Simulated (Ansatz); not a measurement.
Two-coordinate energy map

BSiH5O2 (SMILES OBO[SiH3]), closed shell, PBE0-D4/def2-TZVP minimum:

```csv
atom,x (Å),y (Å),z (Å)
O1,-2.1930,-0.3182,0.8851
B2,-1.0928,0.2304,0.3136
O3,0.0016,-0.5545,0.1804
Si4,1.5094,-0.3158,-0.4344
H5,-2.9234,0.3000,0.9432
H6,-1.0888,1.3752,-0.0622
H7,1.6499,1.0746,-0.9415
H8,2.5010,-0.5603,0.6406
H9,1.7246,-1.2778,-1.5419
```

Rows set the angle H5–O1–B2 (°; 112.5 at the minimum), columns the dihedral angle H5–O1–B2–O3 (°; 180.0), set in this order; the parts move rigidly, in a bend the first-named atom's side turns in the plane, and in a torsion the whole end group turns. CCSD(T) energies count from the value at that structure, in kcal/mol. Computed with Ansatz 0.2.0 (basis: def2-TZVPP); correlated methods freeze the cores.

| H5–O1–B2 \ H5–O1–B2–O3 | -161.8 | -101.8 | -41.8 | 18.2 | 78.2 | 138.2 |
| --- | --- | --- | --- | --- | --- | --- |
| 82.5 | ? | 23.59 | 17.57 | 13.26 | 23.79 | 17.48 |
| 97.5 | 3.82 | 14.43 | 7.76 | 3.28 | 14.54 | 7.84 |
| 112.5 | 1.01 | ? | 4.75 | 0.79 | 10.90 | 4.75 |
| 127.5 | 3.27 | 10.97 | 6.34 | 3.31 | 11.04 | 6.23 |
| 142.5 | 8.38 | 13.21 | 10.40 | 8.53 | 13.26 | 10.26 |

**Question.** Fill in the withheld cells. (To be estimated.)

**Answer.** By the calculation: (82.5, -161.8): 13.76; (112.5, -101.8): 10.81 kcal/mol. These count from the CCSD(T) energy at the PBE0-D4 minimum.

The same grid for a cheaper method: PBE-D4 − CCSD(T), both counted from the minimum, in kcal/mol:
| H5–O1–B2 \ H5–O1–B2–O3 | -161.8 | -101.8 | -41.8 | 18.2 | 78.2 | 138.2 |
| --- | --- | --- | --- | --- | --- | --- |
| 82.5 | -0.60 | 0.10 | -0.05 | -0.15 | 0.18 | -0.38 |
| 97.5 | -0.01 | 0.27 | 0.24 | 0.20 | 0.32 | 0.05 |
| 112.5 | -0.01 | 0.00 | 0.06 | 0.07 | 0.02 | -0.03 |
| 127.5 | -0.35 | -0.51 | -0.40 | -0.35 | -0.51 | -0.41 |
| 142.5 | -0.90 | -1.11 | -1.02 | -0.96 | -1.12 | -0.97 |

T1 diagnostic: at most 0.014.

For scale, one of the runs: CCSD(T)/def2-TZVPP, 205 basis functions (an equivalent command: `ansatz run in.yaml --threads 4`). Time: 41 s of wall clock on 4 CPU threads; the host was shared. Peak host memory: 2.7 GiB.
